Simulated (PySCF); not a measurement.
A species of formula [C6H7O2Se]- has this rotational fingerprint, computed with PBE0-D3(BJ)/def2-SVP geometry optimisation, gas phase in PySCF:

```
Rotational constants                         : A = 1209, B = 780.1, C = 503.5 MHz
Dipole components (about the centre of mass) : |μa| = 5.41 D, |μb| = 4.84 D, |μc| = 0.50 D
Inertial defect                              : -62.15 u·Å²
κ                                            : -0.22
```

Problem. Which candidate fits, each taken in the one conformer that was computed?
A. `[CH3:1][Se:2][C:3](/[CH:4]=[CH:5]/[O-:6])=[CH:7]/[CH:8]=[O:9]` (charge -1) with C1–Se2–C3–C4 50°, Se2–C3–C4–C5 19°, C3–C7–C8–O9 -178°
B. `[CH3:1][Se:2][C:3](=[O:4])/[CH:5]=[CH:6]\[CH:7]=[CH:8]\[O-:9]` (charge -1) with C1–Se2–C3–O4 0°, Se2–C3–C5–C6 180°, C5–C6–C7–C8 180°

Solution. A. It is C[Se]C(/C=C/[O-])=C/C=O, an asymmetric top, point group C1. The candidates at the same level (rigid rotor, commonest isotopes):

| SMILES | A (MHz) | B (MHz) | C (MHz) | μa (D) | μb (D) | μc (D) | Δ (u·Å²) | point group | rotor |
| --- | --- | --- | --- | --- | --- | --- | --- | --- | --- |
| C[Se]C(/C=C/[O-])=C/C=O | 1209 | 780.1 | 503.5 | 5.41 | 4.84 | 0.50 | -62.15 | C1 | asymmetric top |
| C[Se]C(=O)/C=C\C=C\[O-] | 4295 | 375.0 | 345.6 | 8.46 | 1.84 | 0.00 | -3.26 | Cs | near-prolate asymmetric top |

`C[Se]C(=O)/C=C\C=C\[O-]` has A 255 % too high. No structure here is proved a minimum.
